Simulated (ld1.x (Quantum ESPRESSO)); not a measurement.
Zn: PAW pseudisation with BLYP, scalar-relativistic reference atom.

Input for ld1.x (Quantum ESPRESSO) 7.5:

```
&input
   title='Zn', zed=30., rel=1, dft='BLYP', iswitch=3,
   config='[Ar] 3d10 4s1.75 4p0.25',
   nld=3, rlderiv=3.55, eminld=-3.0, emaxld=5.0, deld=0.02
 /
 &inputp
   pseudotype=3, lpaw=.true., tm=.true., lloc=-1, rcloc=2.45,
   nlcc=.true., new_core_ps=.true.,
   which_augfun='BESSEL', rmatch_augfun=0.70,
   file_pseudopw='Zn.UPF', file_wfcaegen='ae.wfc', file_wfcncgen='nc.wfc', file_beta='beta', file_chi='chi', file_wfcusgen='us.wfc'
 /
6
4S  1  0   1.75   0.00  1.80  2.35  0.0
4S  1  0   0.00   2.40  1.80  2.35  0.0
4P  2  1   0.25   0.00  2.45  3.25  0.0
4P  2  1   0.00   0.30  2.45  3.25  0.0
3D  3  2  10.00   0.00  0.70  0.80  0.0
3D  3  2   0.00   0.05  0.70  0.80  0.0
 &test
   configts(1)='3d10 4s1.75 4p0.25'
 /
```

Command:

```bash
ld1.x < Zn.in > Zn.out
```

Output (shortened: banner, matrices, multipoles, cross overlaps and the repeated all-electron block are left out):

```
Program LD1 v.7.5
     --------------------------- All-electron run ----------------------------

     Zn
     scalar relativistic calculation

     atomic number is 30.00
     dft =BLYP   lsd =0 sic =0 latt =0  beta=0.20 tr2=1.0E-14
     Exchange-correlation= BLYP
                           (   1   3   1   3   0   0   0)
     mesh =1201 r(mesh) =  99.36527 a.u. xmin = -7.00 dx = 0.01250
     1 Ry =  13.60569312 eV, c = 137.03599908

     n l     nl                  e(Ry)          e(Ha)          e(eV)
     1 0     1S 1( 2.00)      -700.3716      -350.1858     -9529.0414
     2 0     2S 1( 2.00)       -85.1931       -42.5966     -1159.1117
     2 1     2P 1( 6.00)       -73.8700       -36.9350     -1005.0521
     3 0     3S 1( 2.00)        -9.5233        -4.7617      -129.5713
     3 1     3P 1( 6.00)        -6.1617        -3.0808       -83.8342
     3 2     3D 1(10.00)        -0.7837        -0.3918       -10.6622
     4 0     4S 1( 1.75)        -0.4685        -0.2343        -6.3747
     4 1     4P 1( 0.25)        -0.1022        -0.0511        -1.3908

     final scf error:  6.0E-15 reached in  31 iterations

     Etot =   -3592.700434 Ry,   -1796.350217 Ha,  -48881.179591 eV

     Ekin =    3650.092136 Ry,    1825.046068 Ha,   49662.033467 eV
     Encl =   -8655.187228 Ry,   -4327.593614 Ha, -117759.821343 eV
     Eh   =    1556.129004 Ry,     778.064502 Ha,   21172.213689 eV
     Exc  =    -143.734346 Ry,     -71.867173 Ha,   -1955.605404 eV

     normalization and overlap integrals

     s(1S/1S) =  1.000000  <r> =   0.0503  <r2> =    0.0034  r(max) =   0.0329
     s(2S/2S) =  1.000000  <r> =   0.2262  <r2> =    0.0604  r(max) =   0.1894
     s(2P/2P) =  1.000000  <r> =   0.1982  <r2> =    0.0482  r(max) =   0.1513
     s(3S/3S) =  1.000000  <r> =   0.6811  <r2> =    0.5363  r(max) =   0.5908
     s(3P/3P) =  1.000000  <r> =   0.7133  <r2> =    0.6018  r(max) =   0.5908
     s(3D/3D) =  1.000000  <r> =   0.9106  <r2> =    1.1281  r(max) =   0.5620
     s(4S/4S) =  1.000000  <r> =   2.6243  <r2> =    8.0985  r(max) =   2.0623
     s(4P/4P) =  1.000000  <r> =   4.2898  <r2> =   22.8218  r(max) =   3.0383

     ------------------------ End of All-electron run ------------------------

     --------------------- Generating PAW atomic setup --------------------

      Generating local potential from pseudized AE potential:
      Matching radius rcloc =   2.4500

      Local pseudo, rcloc= 2.457 Estimated cut-off energy=     4.04 Ry

      Computing core charge for nlcc:

       r > 0.33 : true rho core
      Core charge pseudized with two Bessel functions
      Integrated core pseudo-charge :  14.15
      Wfc-us  4S rcutus= 2.337  Estimated cut-off energy=     8.40 Ry
      Wfc-us  4S rcutus= 2.337  Estimated cut-off energy=    16.92 Ry
      Wfc-us  4P rcutus= 3.234  Estimated cut-off energy=     7.20 Ry
      Wfc-us  4P rcutus= 3.234  Estimated cut-off energy=     8.31 Ry
      Wfc-us  3D rcutus= 0.798  Estimated cut-off energy=   178.10 Ry
      Wfc-us  3D rcutus= 0.798  Estimated cut-off energy=   181.00 Ry

     Required augmentation: BESSEL   radius:    0.700000
     Suggested rho cutoff for augmentation: 200.42 Ry

     Estimated PAW energy = -244.425535 Ryd

     ------------------- End of pseudopotential generation -------------------

     Computing logarithmic derivative in   3.55222
     Computing logarithmic derivative in   3.55222
     Computing the partial wave expansion
     R is outside the sphere for l=    0 j= 0.00
     R is outside the sphere for l=    0 j= 0.00
     R is outside the sphere for l=    1 j= 0.00
     R is outside the sphere for l=    1 j= 0.00
     R is outside the sphere for l=    2 j= 0.00
     R is outside the sphere for l=    2 j= 0.00

     ---------------------- Testing the pseudopotential ----------------------

     Zn
     scalar relativistic calculation

     atomic number is 30.00   valence charge is 12.00
     dft = SLA  LYP  B88  BLYP   lsd =0 sic =0 latt =0  beta=0.20 tr2=1.0E-14
     mesh =1201 r(mesh) =  99.36527 xmin = -7.00 dx = 0.01250

     n l     nl             e AE (Ry)        e PS (Ry)    De AE-PS (Ry)
     3 2     3D   1(10.00)       -0.78365       -0.78366        0.00000
     1 0     4S   1( 1.75)       -0.46853       -0.46853        0.00000
     2 1     4P   1( 0.25)       -0.10222       -0.10222        0.00000

     eps = 1.5E-16  iter =  6

     Etot =   -3592.700434 Ry,   -1796.350217 Ha,  -48881.179591 eV
     Etotps =  -244.425535 Ry,    -122.212768 Ha,   -3325.578825 eV

     Ekin =     226.528764 Ry,     113.264382 Ha,    3082.080843 eV
     Encl =    -449.569820 Ry,    -224.784910 Ha,   -6116.709006 eV
     Ehrt =     122.349863 Ry,      61.174931 Ha,    1664.654683 eV
     Ecxc =    -143.734342 Ry,     -71.867171 Ha,   -1955.605345 eV
     (Ecc =     -53.443901 Ry,     -26.721950 Ha,    -727.141315 eV)

     ---------------------- End of pseudopotential test ----------------------
```

Generation and configuration tests took about 1.4 s on one core of a shared server CPU.
